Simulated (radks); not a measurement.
Task: All-electron atom: Rb I in [Kr] 5s1. Calculated with a radial shooting solver on a logarithmic mesh with Libxc functionals: Dirac Kohn-Sham, Wu-Cohen GGA, spin-unpolarised, spherical densities, finite nucleus; Fermi nuclear charge, rms radius 4.2036 fm. Some entries of the table are withheld. Estimate them.

orbital,occ.,eigenvalue (hartree),r(max) (bohr)
1s1/2,2,-552.1517,(1)
2s1/2,2,-73.74437,0.1497
2p1/2,2,-66.90700,(2)
2p3/2,4,-64.67289,(3)
3s1/2,2,-10.93632,(4)
3p1/2,2,-8.48575,0.4406
3p3/2,4,-8.14996,0.4494
3d3/2,4,(5),0.3913
3d5/2,6,(6),0.3940
4s1/2,2,-1.17408,1.259
4p1/2,2,-0.61050,(7)
4p3/2,4,-0.57787,(8)
5s1/2,1,-0.08015,(9)

Result: 
(1) 1s1/2 r(max) (bohr): 0.02629
(2) 2p1/2 r(max) (bohr): 0.1173
(3) 2p3/2 r(max) (bohr): 0.1207
(4) 3s1/2 r(max) (bohr): 0.4512
(5) 3d3/2 eigenvalue (hartree): -3.85549
(6) 3d5/2 eigenvalue (hartree): -3.79851
(7) 4p1/2 r(max) (bohr): 1.407
(8) 4p3/2 r(max) (bohr): 1.437
(9) 5s1/2 r(max) (bohr): 4.512
